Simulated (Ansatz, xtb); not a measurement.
## A geometry optimisation of ClCuH4Si2 with r2SCAN-D4/def2-SVP

The starting geometry of this gas-phase singlet has its atoms placed at random.

```xyz
8

Cl   -0.8260   -0.5480   -0.5473
Cu    1.8257    0.5461   -0.5145
Si    0.4803   -1.4586    0.7945
Si    0.5766    0.4882    1.5937
H    -0.1731    1.1326    0.1887
H     1.8050   -0.0811    1.1056
H     0.1656   -0.7568   -1.3025
H     0.2428    0.3115   -0.2938
```

One run relaxed it with r2SCAN-D4/def2-SVP. What is a likely outcome?

It ends as a structure with H5 bridging Si4 and Cu2, H6 bridging Cu2 and Si4, H7 bridging Si3 and Cu2, H8 bridging Si3 and Si4 and Cu2, given below by its coordinates. Distances that change by over a tenth: Cu2–Si3 (2.75 → 2.45 Å), Cu2–H8 (1.62 → 2.12 Å), Si3–H8 (2.09 → 1.84 Å), Si4–H6 (1.44 → 1.60 Å). Contacts that open: Cl1–H7 (1.26 → 2.86 Å), Cl1–H8 (1.39 → 2.98 Å), Si3–Si4 (2.11 → 3.40 Å). Contacts that close: Cu2–H5 (2.20 → 1.80 Å), Cu2–H7 (2.25 → 1.62 Å), Si3–H7 (2.23 → 1.69 Å), Si4–H8 (1.92 → 1.69 Å).

The energy falls by 12.05 eV over 26 steps:

```csv
step,E − E(last) (eV)
1,12.053
4,4.966
7,2.098
9,1.089
12,0.637
15,0.370
18,0.131
20,0.037
23,0.001
26,0.000
```

Final geometry (Å):

```xyz
8

Cl   -1.7149   -0.7918   -1.1391
Cu    1.3208    0.3275   -0.4553
Si   -0.0186   -1.7109   -0.2404
Si    0.6876    1.0147    1.6652
H     0.3384    1.6592    0.2427
H     2.1585    0.6989    1.1086
H     1.1283   -1.0530   -1.2886
H     0.1969   -0.5106    1.1313
```

From the same start GFN2-xTB ends elsewhere, in pieces: ClCuH2Si2 + H2.

From so rough a start the end depends on the optimiser's path, so another program may land elsewhere. No frequencies were run, so the end isn't proven a minimum. Run with Ansatz 0.2.0, 99 s on 2 threads of Arm Neoverse V2 (shared host).
